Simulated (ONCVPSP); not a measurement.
Transferability test, ONCV potential for Ir (Z = 77)

```json
{
 "Element": "iridium (Ir)",
 "Generator": "ONCVPSP 4.0.1",
 "Type": "optimised norm-conserving Vanderbilt (ONCV)",
 "Functional": "PBE",
 "Relativity": "fully relativistic",
 "Frozen core": "[Kr] 4d10 4f14",
 "Valence charge": "17",
 "Reference configuration": "5s2 5p6 5d7 6s2",
 "Partial waves": "5s+6s: rc 1.55 bohr, ncon 4, nbas 7, qcut 6.5 1/bohr, 2 projectors; 5p: rc 1.30 bohr, ncon 4, nbas 7, qcut 5.4 1/bohr, 2 projectors, debl 0.8 Ha; 5d: rc 2.35 bohr, ncon 3, nbas 8, qcut 6.4 1/bohr, 2 projectors, debl 0.5 Ha; f scattering state at 0.06 Ha: rc 2.20 bohr, ncon 4, nbas 9, qcut 5.6 1/bohr, 2 projectors, debl 2.6 Ha",
 "Local potential": "polynomial inside 1.30 bohr (lpopt 3, dvloc0 0 Ha)",
 "Core correction": "Teter function, fcfact 4.25, rcfact 1.1"
}
```

Open shells are filled in proportion to 2j + 1.

In the p channel the program set the typed energies aside and used -1.873, 0.250 Ha (j = l + 1/2; the other j can differ).

Energies are relative to the spin-unpolarised reference configuration 5s2 5p6 5d7 6s2; without spin polarisation the order of configurations can differ from experiment.

```
valence configuration  charge  ΔE all-electron (eV)  error AE − PS (meV)
      5s2 5p6 5d7 6s1      +1                 9.889                 -0.2
      5s2 5p6 5d6 6s0      +3                57.899                 -2.5
```

Problem. What are ΔE and the potential's error for 5s2 5p6 5d7 6s0?

Solution. ΔE = 27.363 eV all-electron; the error (AE − PS) is -4.3 meV.

Problem. What are ΔE and the potential's error for 5s2 5p5 5d7 6s2?

Solution. ΔE = 61.817 eV all-electron; the error (AE − PS) is -100 meV.

Levels in the configuration 5s2 5p6 5d7 6s0:

```tsv
level	all-electron (eV)	pseudo (eV)
5s j=1/2	-115.415	-115.547
5p j=3/2	-68.682	-68.729
5p j=1/2	-82.247	-82.321
5d j=5/2	-23.881	-23.890
5d j=3/2	-25.199	-25.212
```
